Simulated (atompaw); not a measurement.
## cerium (Ce): one change to a PAW (atompaw) potential, before and after

| Quantity | Value |
| --- | --- |
| Element | Ce (Z = 58) |
| Generator | atompaw 4.2.0.5 |
| Type | PAW |
| Functional | PBE |
| Relativity | scalar-relativistic |
| Frozen core | [Xe] |
| Valence charge | 4 |
| Reference configuration | 4f1 5d1 6s1 6p0 (charge +1) |
| Partial waves | 6s (bound): rc 3.00 bohr; 6s channel at 1.1 Ry: rc 3.00 bohr; 6p (bound, empty): rc 3.00 bohr; 6p channel at 1.05 Ry: rc 3.00 bohr; 5d (bound): rc 3.00 bohr; 5d channel at 3.8 Ry: rc 2.25 bohr; 4f (bound): rc 1.65 bohr; 4f channel at 4.45 Ry: rc 1.65 bohr |
| Local potential | bessel scheme, radius 2.70 bohr |
| Core correction | smooth core density matched at 2.55 bohr |
| Augmentation charge | sinc compensation charge, radius 2.90 bohr; PAW radius 3.00 bohr; waves and projectors: custom polynom2 7 10 vanderbiltortho |

Change: local potential bessel scheme, radius 1.92 bohr.

Cutoffs: the cutoffs (Ry, on a coarse ladder) from which the occupation-weighted sum of valence levels, in a spherical-Bessel basis at the reference potential, stays within 10 and 1 mRy of its value at 400 Ry; they do not see the model core or the augmentation charge, which bear on the density cutoff.

**Question.** What does the change do?

**Answer.** The potential gets harder (55 Ry and 260 Ry → 70 Ry and 260 Ry); the bound ghosts move from p, s to d, p, s; the range in which the s phases agree widens (upper end -0.5 → 3.2); the range in which the d phases agree narrows (upper end 2.2 → -0.4). A state that the projectors do not describe sees the local part alone, so a deeper or shallower local part can create or remove a ghost.

```tsv
quantity	base	changed
cutoff, loose	55 Ry	70 Ry
cutoff, tight	260 Ry	260 Ry
loose cutoff by channel (10 mRy a level)	s 6 Ry, d 10 Ry, f 50 Ry	s 6 Ry, d 10 Ry, f 70 Ry
bound ghosts	p, s	s, p, d
s: phases at 3.01 bohr within 0.05 rad from the reference energy up to (Ry; the scan ends near 5)	-0.5	3.2
p: phases at 3.01 bohr within 0.05 rad from the reference energy up to (Ry; the scan ends near 5)	to the end of the scan	4.8
d: phases at 3.01 bohr within 0.05 rad from the reference energy up to (Ry; the scan ends near 5)	2.2	-0.4
f: phases at 3.01 bohr within 0.05 rad from the reference energy up to (Ry; the scan ends near 5)	-0.2	0.3
lowest overlap eigenvalue by channel	s 0.32, p 0.66, d 1.00, f 0.98	s 0.30, p 0.66, d 1.00, f 0.97
```

 A true bound ghost makes a file unfit for plane-wave use even where its test errors are small: the radial tests pick states by their node count and pass the ghost by. The cutoffs see the waves, projectors and local potential, not the compensation charge or the core.
